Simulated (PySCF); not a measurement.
# UHF on Co (cobalt, neutral)

Configuration: [Ar] 3d7 4s2, high-spin 4F determinant. Calculation: PySCF 2.14, in x2c-TZVPPall (6s5p4d2f1g, 64 functions); scalar relativity by spin-free X2C-1e.

| Quantity | Value |
| --- | --- |
| Total energy | -1391.871646 hartree |
| One-electron energy | -1927.2401 hartree |
| Hartree (Coulomb) energy | 594.0063 hartree |
| Exchange energy | -58.6378 hartree |
| ⟨S²⟩ | 3.7601 |
| ⟨L²⟩ | 12.028 |
| Sum of ⟨r⟩ | 21.82 bohr |
| Sum of ⟨r²⟩ | 38.84 bohr² |
| Langevin diamagnetic susceptibility | -30.8 ×10⁻⁶ cm³/mol |

```json
{"shell": "1s α", "electrons": "1", "mean orbital energy (hartree)": "-285.78424", "spread (hartree)": "0", "rms radius, mean of both spins (bohr)": "0.0649"}
{"shell": "1s β", "electrons": "1", "mean orbital energy (hartree)": "-285.78175", "spread (hartree)": "0", "rms radius, mean of both spins (bohr)": "0.0649"}
{"shell": "2s α", "electrons": "1", "mean orbital energy (hartree)": "-35.51677", "spread (hartree)": "0", "rms radius, mean of both spins (bohr)": "0.276"}
{"shell": "2s β", "electrons": "1", "mean orbital energy (hartree)": "-35.41664", "spread (hartree)": "0", "rms radius, mean of both spins (bohr)": "0.276"}
{"shell": "2p α", "electrons": "3", "mean orbital energy (hartree)": "-30.28438", "spread (hartree)": "0", "rms radius, mean of both spins (bohr)": "0.249"}
{"shell": "2p β", "electrons": "3", "mean orbital energy (hartree)": "-30.18517", "spread (hartree)": "0", "rms radius, mean of both spins (bohr)": "0.249"}
{"shell": "3s α", "electrons": "1", "mean orbital energy (hartree)": "-4.76152", "spread (hartree)": "0", "rms radius, mean of both spins (bohr)": "0.831"}
{"shell": "3s β", "electrons": "1", "mean orbital energy (hartree)": "-4.48044", "spread (hartree)": "0", "rms radius, mean of both spins (bohr)": "0.831"}
{"shell": "3p α", "electrons": "3", "mean orbital energy (hartree)": "-3.19573", "spread (hartree)": "0", "rms radius, mean of both spins (bohr)": "0.891"}
{"shell": "3p β", "electrons": "3", "mean orbital energy (hartree)": "-2.85807", "spread (hartree)": "0", "rms radius, mean of both spins (bohr)": "0.891"}
{"shell": "3d α", "electrons": "5", "mean orbital energy (hartree)": "-0.70272", "spread (hartree)": "0.05292", "rms radius, mean of both spins (bohr)": "1.17"}
{"shell": "3d β", "electrons": "2", "mean orbital energy (hartree)": "-0.56683", "spread (hartree)": "0", "rms radius, mean of both spins (bohr)": "1.17"}
{"shell": "4s α", "electrons": "1", "mean orbital energy (hartree)": "-0.28567", "spread (hartree)": "0", "rms radius, mean of both spins (bohr)": "3.36"}
{"shell": "4s β", "electrons": "1", "mean orbital energy (hartree)": "-0.25881", "spread (hartree)": "0", "rms radius, mean of both spins (bohr)": "3.36"}
```

Densities and radii are taken from the X2C orbitals without a picture-change correction, which distorts them close to the nucleus.

Spin-orbit constants ζ (cm⁻¹) from the X2C one-electron operator on these orbitals: bare nucleus, nucleus screened by l(l+1)(2l+1)/3 electrons, and screened by the Breit-Pauli mean field of the electrons.

| shell | bare | screened nucleus | mean field |
| --- | --- | --- | --- |
| 2p | 83500 | 77310 | 74470 |
| 3p | 10290 | 9532 | 9122 |
| 3d | 943.1 | 593.8 | 534.7 |

To first order the Landé constant is A = -178.2 cm⁻¹, so the lowest level has J = 9/2 and lies 0.0994 eV below the centre of the term. This holds in LS coupling only.
